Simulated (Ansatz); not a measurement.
System: AlS, net charge 0, doublet state. 
Structure (B3LYP-D3(BJ)/def2-TZVP (Ansatz, a first-principles code) minimum search):
```xyz
2

Al     0.0000     0.0000    -1.1286
S      0.0000     0.0000     0.9170
```
Charge 0, spin multiplicity 2.

Wanted: atomisation energy (electronic, to ground-state atoms), in kcal/mol. Cores are frozen in the correlated levels unless marked. UHF or UKS for open shells. Spin-orbit coupling is left out. No relativistic terms. The coupled-cluster limit lacks core correlation, which all-electron functionals hold. CBS(X,Y): correlation extrapolated as X^-3; Hartree-Fock from the larger set (for Q and 5 zeta extrapolated as (X+1)exp(-9√X)).

```csv
level,program,atomisation energy (kcal/mol)
B3LYP/def2-TZVPD,Ansatz,___
PBE0/def2-SVP,Ansatz,96.3
RPA@PBE/cc-pV(Q+d)Z,Ansatz,87.9
CCSD/STO-3G,Ansatz,108.7
CCSD/def2-QZVPP,Ansatz,89.2
"CCSD(T)/CBS(cc-pV(Q+d)Z,cc-pV(5+d)Z)",Ansatz,___
```

Q: Some entries are withheld; supply them.

A: 
- B3LYP/def2-TZVPD, atomisation energy (kcal/mol): 94.5
- CCSD(T)/CBS(cc-pV(Q+d)Z,cc-pV(5+d)Z), atomisation energy (kcal/mol): 98.3
